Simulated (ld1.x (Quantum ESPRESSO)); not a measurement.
## Cutoff test, iodine (I), TM

```json
{
 "Element": "iodine (I)",
 "Generator": "ld1.x (Quantum ESPRESSO) 7.5",
 "Type": "norm-conserving Troullier–Martins (Kleinman–Bylander form)",
 "Functional": "Wu–Cohen",
 "Relativity": "scalar-relativistic",
 "Frozen core": "[Kr] 4d10",
 "Valence charge": "7",
 "Reference configuration": "5s2 5p4.5 (charge +0.5)",
 "Partial waves": "5s (bound): rc 1.75 bohr; 5p (bound): rc 1.80 bohr; 5d channel at 0.2 Ry: rc 1.55 bohr",
 "Local potential": "all-electron potential smoothed inside 1.25 bohr (lloc = -1)",
 "Core correction": "none"
}
```

The pseudo-atom Hamiltonian at the reference potential is diagonalised in spherical Bessel functions j_l(qr) that vanish at 20 bohr, with q² up to the cutoff. All-electron valence levels (Ry): 5s -1.5993, 5p -0.8171.

Question: How do the lowest levels (Ry) of each channel move with the cutoff, and are there ghosts?

Answer:

```
cutoff (Ry)      s #1     s #2     p #1     p #2      d #1    f #1    f #2  Σ f·Δε (mRy)
          8   -1.6876  -0.9125  -0.8030  -0.0874   -0.9143  0.0365  0.1442         241.0
         15   -5.2164  -1.5852  -0.8144  -0.0877   -2.6491  0.0365  0.1440          44.0
         25  -10.1005  -1.5916  -0.8181  -0.0882   -4.1353  0.0365  0.1439          18.8
         40  -12.6124  -1.5995  -1.6797  -0.8173   -4.4004  0.0365  0.1439           2.2
         55  -13.0088  -1.5996  -2.2828  -0.8174   -4.5008  0.0365  0.1439           1.4
         80  -13.0871  -1.5999  -2.4441  -0.8176   -5.2472  0.0365  0.1438           0.2
        400  -13.0970  -1.5999  -2.4641  -0.8176  -16.4973  0.0365  0.1438           0.0
```

Result: ghost states, extra bound levels that the all-electron valence spectrum of the same l lacks: d at -224.5 eV, s at -178.2 eV, p at -33.5 eV (a true bound ghost makes a file unfit for plane-wave use); 10 mRy is reached at 35 Ry and 1 mRy at 60 Ry.
